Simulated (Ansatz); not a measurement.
Compare A (`CBO[SiH2]C`) with its isomer B (`BOC(C)[SiH3]`).

Isolated molecules relaxed with PBE0-D4/def2-TZVP in Ansatz; ΔE leaves out vibrations. CCSD(T)/CBS is the MP2 limit (def2-TZVPP, def2-QZVPP) plus CCSD(T) − MP2 in def2-TZVPP, frozen cores. DFT in def2-TZVPP. B3LYP here is the variant with VWN-RPA as its local correlation; programs differ in this. Each species was taken in one conformer, which may not be the lowest.

**Question.** Which is lower in electronic energy at CCSD(T)/CBS, and by how much? (An estimate is asked.)

**Answer.** The calculation gave: A, by 242.2 kJ/mol.

**Question.** Give E(B) − E(A) in kJ/mol with PBE0-D4, MP2/def2-TZVPP, PBE-D4, CCSD(T)/def2-TZVPP, HF/def2-TZVPP, B3LYP-D4, B2PLYP. (An estimate is asked.)

**Answer.** Computed: PBE0-D4 236.9, MP2/def2-TZVPP 246.7, PBE-D4 227.6, CCSD(T)/def2-TZVPP 237.8, HF/def2-TZVPP 253.3, B3LYP-D4 237.2, B2PLYP 243.9. None reverses the order clearly.

Largest T1 diagnostic: 0.013.

In def2-TZVPP, CCSD(T) changes the Hartree–Fock value by −15.5 kJ/mol (the triples alone add −3.7 kJ/mol) and MP2 by −6.6 kJ/mol. The D4 term adds −4.9 kJ/mol with B3LYP and −2.6 kJ/mol with PBE0; it sums over pairs of atoms, weighted by their polarisabilities, and B3LYP, whose exchange is more repulsive, gets the larger term.
